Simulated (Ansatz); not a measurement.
`N#C[CH2][AlH2]` and `C=CCC#N` differ in one atom or group.

Ansatz, PBE0-D4/def2-TZVP geometries, multiplicity 1. Each molecule was computed in one conformer, which needn't be the lowest.

```
                                      property  `N#C[CH2][AlH2]`
size of the dipole moment (PBE/def2-TZVPP) / D              4.01
            HOMO energy (PBE0/def2-TZVPP) / eV             -8.32
             LUMO energy (PBE/def2-TZVPP) / eV             -2.60
            LUMO energy (PBE0/def2-TZVPP) / eV             -1.81
           HOMO–LUMO gap (PBE/def2-TZVPP) / eV              4.50
         HOMO–LUMO gap (B3LYP/def2-TZVPP) / eV              6.07
```

Question: Give the same properties after the change, and the shifts. (An estimate is asked.)

Answer: Computed: 
```
                                      property  `C=CCC#N`  shift
size of the dipole moment (PBE/def2-TZVPP) / D       3.82  -0.19
            HOMO energy (PBE0/def2-TZVPP) / eV      -8.12   0.20
             LUMO energy (PBE/def2-TZVPP) / eV      -1.26   1.34
            LUMO energy (PBE0/def2-TZVPP) / eV      -0.21   1.60
           HOMO–LUMO gap (PBE/def2-TZVPP) / eV       5.71   1.21
         HOMO–LUMO gap (B3LYP/def2-TZVPP) / eV       7.44   1.37
```

With PBE0 the HOMO rises by 0.20 eV and the LUMO rises by 1.60 eV, so the gap widens by about 1.40 eV. PBE moves the HOMO by 0.14 eV and ωB97M-V by 0.11 eV. Dipoles are sizes alone; their direction can turn.

B3LYP here is the variant with VWN-RPA as its local correlation; programs differ in this.
